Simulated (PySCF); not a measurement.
# Field gradients at the hydrogen positions

Compound: C5H11FSi.
Atom-mapped SMILES: `[CH3:1][C@@H:2]([F:3])[C@H:4]1[CH2:5][CH2:6][SiH2:7]1` (hydrogens: H8, H9, H10 on C1; H11 on C2; H12 on C4; H13, H14 on C5; H15, H16 on C6; H17, H18 on Si7)

Geometry (GFN2-xTB, Å), atoms numbered from 1 in this order:
```
atom  x, y, z in Å
C1    -2.4451    0.1340   -0.1062
C2    -1.2146   -0.7244   -0.3515
F3    -1.0766   -0.8999   -1.7247
C4     0.0524   -0.0968    0.1949
C5     1.3392   -0.9219   -0.0228
C6     2.2911    0.1933   -0.5001
Si7    0.8231    1.3899   -0.7502
H8    -2.6395    0.2051    0.9599
H9    -2.2798    1.1316   -0.5078
H10   -3.3122   -0.3035   -0.5956
H11   -1.3614   -1.7384    0.0500
H12   -0.1118    0.0992    1.2559
H13    1.1836   -1.6566   -0.8115
H14    1.6832   -1.4452    0.8694
H15    2.9849    0.4968    0.2816
H16    2.8826   -0.0792   -1.3703
H17    0.3664    1.5607   -2.1249
H18    0.8258    2.6616   -0.0227
```

Level: PBE0/pcSseg-1 (PySCF, non-relativistic); Q(2H) = 0.00286 b; rigid geometry, the same for H and D, with no vibrational averaging.

Question: Rank these positions by the coupling χzz of a deuteron there, largest first.
A. H17 (Si–H hydrogen)
B. H14 (methylene hydrogen)
C. H15 (methylene hydrogen)
D. H11 (methine hydrogen)

Answer: C (216 kHz), B (209 kHz), D (188 kHz), A (112 kHz).

Q: Tabulate Vzz, the asymmetry η and χzz = 234.96 MHz × Q × Vzz for every hydrogen position.

A: 
```json
{"atom": "H8", "bonded to": "C1", "bond length (Å)": "1.086", "Vzz (au)": "0.3171", "η": "0.03", "χzz (kHz)": "213"}
{"atom": "H9", "bonded to": "C1", "bond length (Å)": "1.088", "Vzz (au)": "0.3135", "η": "0.03", "χzz (kHz)": "211"}
{"atom": "H10", "bonded to": "C1", "bond length (Å)": "1.088", "Vzz (au)": "0.3142", "η": "0.02", "χzz (kHz)": "211"}
{"atom": "H11", "bonded to": "C2", "bond length (Å)": "1.100", "Vzz (au)": "0.2796", "η": "0.06", "χzz (kHz)": "188"}
{"atom": "H12", "bonded to": "C4", "bond length (Å)": "1.091", "Vzz (au)": "0.3115", "η": "0.06", "χzz (kHz)": "209"}
{"atom": "H13", "bonded to": "C5", "bond length (Å)": "1.089", "Vzz (au)": "0.3069", "η": "0.01", "χzz (kHz)": "206"}
{"atom": "H14", "bonded to": "C5", "bond length (Å)": "1.090", "Vzz (au)": "0.3115", "η": "0.01", "χzz (kHz)": "209"}
{"atom": "H15", "bonded to": "C6", "bond length (Å)": "1.088", "Vzz (au)": "0.3208", "η": "0.04", "χzz (kHz)": "216"}
{"atom": "H16", "bonded to": "C6", "bond length (Å)": "1.087", "Vzz (au)": "0.3235", "η": "0.04", "χzz (kHz)": "217"}
{"atom": "H17", "bonded to": "Si7", "bond length (Å)": "1.459", "Vzz (au)": "0.1666", "η": "0.02", "χzz (kHz)": "112"}
{"atom": "H18", "bonded to": "Si7", "bond length (Å)": "1.465", "Vzz (au)": "0.1623", "η": "0.00", "χzz (kHz)": "109"}
```

Q: Average by the element that carries the hydrogen.

A: on C: 209 kHz over 9 positions, mean bond length 1.090 Å; on Si: 111 kHz over 2 positions, mean bond length 1.462 Å.

Q: How does χzz go with the bond length over the 9 C–H bonds?

A: A straight-line fit has a slope of -18.7 kHz for each 0.01 Å, with a correlation coefficient of -0.94, over lengths from 1.086 to 1.100 Å. The longer bonds have the smaller couplings here.

One conformer (not necessarily the lowest) at the GFN2-xTB geometry, without solvent, vibrations or thermal averaging. GFN2-xTB bond lengths can be off by several hundredths of an ångström, more for odd bonds, and the gradients follow them. A larger basis could move these couplings by a tenth or more.
